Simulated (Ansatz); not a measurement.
Reaction (redistribution): `NB(O[SiH3])O[SiH3]` + `C=C[SiH](F)Br` → `NB(Br)O[SiH3]` + `C=C[SiH](F)O[SiH3]`

Calculated with Ansatz (gas phase, PBE0-D4/def2-TZVP geometries, no zero-point term in ΔE). CCSD(T)/CBS adds triple-zeta CCSD(T) − MP2 to the extrapolated MP2 energy (def2 sets, frozen cores). DFT in def2-TZVPP. For Br outer-core shells are correlated without core-valence functions, which leaves a few kJ/mol of doubt a bond. Scalar relativity is left out up to krypton. Each species was taken in one conformer, which may not be the lowest.

Question: Is it downhill or uphill in electronic energy at CCSD(T)/CBS, and by how much? (Estimate.)

Answer: Computed: Uphill: ΔE = +6.3 kJ/mol.

Question: What do these levels give: BLYP-D4, BHLYP-D4, ωB97X-V, r2SCAN, r2SCAN0, CCSD/def2-TZVPP? (Estimate.)

Answer: Computed: BLYP-D4 8.2, BHLYP-D4 8.0, ωB97X-V 8.4, r2SCAN 9.6, r2SCAN0 10.1, CCSD/def2-TZVPP 5.1 kJ/mol.

Largest T1 diagnostic among the species: 0.012.

At CCSD(T), def2-SVP lies +7.1 kJ/mol from the extrapolated value and def2-TZVPP −1.6 kJ/mol. In def2-TZVPP, CCSD(T) changes the Hartree–Fock value by −4.9 kJ/mol (the triples alone add −0.4 kJ/mol) and MP2 by −6.8 kJ/mol. Leaving LDA and LC-ωPBE aside and taking each functional with its dispersion term where it has one, the values, not all of them listed here, spread over 5.2 kJ/mol, from B2PLYP to HSE06-D4.
